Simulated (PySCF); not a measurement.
## Computed properties of H₇Si₃, SMILES [SiH2][SiH2][SiH3]

H7Si3, SMILES [SiH3][SiH2][SiH2] (connectivity only; charge and spin as stated), charge +1, multiplicity 1. Geometry optimised at B3LYP-D3(BJ)/def2-SVP. The spin state was assumed, not searched. The isomer is the one that the SMILES or the coordinates give; other isomers of the formula were not compared. One conformer was computed; it need not be the lowest. All values are computed for the isolated molecule unless a solvent is named; none is compared with measurement here.

**Structure.** All 24 harmonic modes at B3LYP-D3(BJ)/def2-SVP (PySCF) are real, so it is a minimum. With heavy atoms numbered as in [SiH2:1][SiH2:2][SiH3:3], the shortest bond between them is Si1–Si2 at 2.317 Å and the longest Si2–Si3 at 2.413 Å.

**Vibrations.** The strongest infrared lines (harmonic, unscaled, degenerate partners summed) lie at 832 cm⁻¹ (332 km/mol, H 93 %), 883 cm⁻¹ (77 km/mol, H 96 %), 953 cm⁻¹ (77 km/mol, H 94 %). The softest mode is at 48 cm⁻¹ and the zero-point energy is 35.7 kcal/mol.

**Electronic structure.** ωB97X/def2-TZVPD (PySCF) places the frontier levels at -15.14 and -6.82 eV, a gap of 8.32 eV and a mean polarisability of 84.5 bohr³.

**Excitations.** TDA-PBE0/def2-SVPD (PySCF) has S1 at 3.60 eV (344 nm, f = 0.151, bright); the most intense of the 10 singlets computed lies at 7.66 eV (f = 0.18). T1 (TDA) is at 2.35 eV, 1.25 eV under S1. No vertical singlet excitation falls in the visible range (under 3.1 eV).

**NMR.** GIAO shifts at PBE0/pcSseg-1 (PySCF) (non-relativistic, atoms alike by connectivity averaged): ¹H from 4.6 to 10.0 ppm against TMS; ²⁹Si from -104.6 to 507.5 ppm against TMS.
